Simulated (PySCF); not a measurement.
GaH3, SMILES [GaH3]. Geometry: PBE0-D3(BJ)/def2-TZVPD. The isomer is the one that the SMILES or the coordinates give; other isomers of the formula were not compared.

All values below come from PySCF with PBE0-D3(BJ)/def2-TZVPD.

Harmonic wavenumbers (cm⁻¹): 721, 758, 758, 1976, 1977, 1977. Rotational constants (GHz): 135.8, 135.8, 67.92; symmetry number 6.

Problem. Work out the zero-point energy and the ideal-gas rigid-rotor harmonic-oscillator thermochemistry at 298.15 K and 1 atm.

Solution. ZPE = ½ Σ hcν = ½ × 8166 cm⁻¹ = 48.85 kJ/mol. H − E(el) = 59.52 kJ/mol. Entropy in J/(mol K): translation 162.21, rotation 52.89, vibration 3.25, total 218.35. G − E(el) = -5.58 kJ/mol. Cp = 42.77 J/(mol K).
